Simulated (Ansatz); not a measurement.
Process, species as SMILES: O=[SiH] (O-SiH) → [SiH-]=O (an electron is taken up)
B3LYP-D3(BJ)/def2-TZVP geometries, fixed; electronic energies without zero-point terms; positive where energy is released.
Largest species:
```
Si
O 1 1.5293
H 1 1.5278 2 117.75
```
Charge 0, spin multiplicity 2.

Basis-set convergence of the adiabatic electron affinity at MP2 with Ansatz (a program for electronic structure). Cartesian d functions, on some or all atoms, in 6-31G*, 6-31G**, 6-31+G*, 6-311+G**; all else is spherical. Cores are frozen. A restricted Hartree-Fock determinant is unstable towards unrestricted orbitals. Open shells are unrestricted. No added dispersion term, no relativity. Functions are those of the species that has most. Reference: Hartree-Fock in aug-cc-pV(Q+d)Z plus the correlation part extrapolated as X^-3 from aug-cc-pV(T+d)Z and aug-cc-pV(Q+d)Z, 1.952 eV, itself unsure by roughly 0.012 eV (a third of the extrapolation step and of the last Hartree-Fock step). Deviations are taken from unrounded values.

```csv
basis,functions,adiabatic electron affinity (eV),minus reference (eV)
6-31G*,36,1.017,-0.934
6-31G**,39,1.048,-0.904
6-31+G*,44,1.542,-0.409
6-311+G**,59,1.603,-0.349
aug-cc-pV(D+d)Z,64,1.780,-0.171
"6-311++G(2d,2p)",72,1.713,-0.239
pcseg-2,78,1.573,-0.378
def2-TZVPP,87,1.610,-0.342
def2-TZVPPD,105,1.822,-0.130
aug-pcseg-2,119,1.831,-0.121
cc-pV(Q+d)Z,149,1.767,-0.184
pcseg-3,157,1.821,-0.131
aug-cc-pV(Q+d)Z,215,1.919,-0.032
```
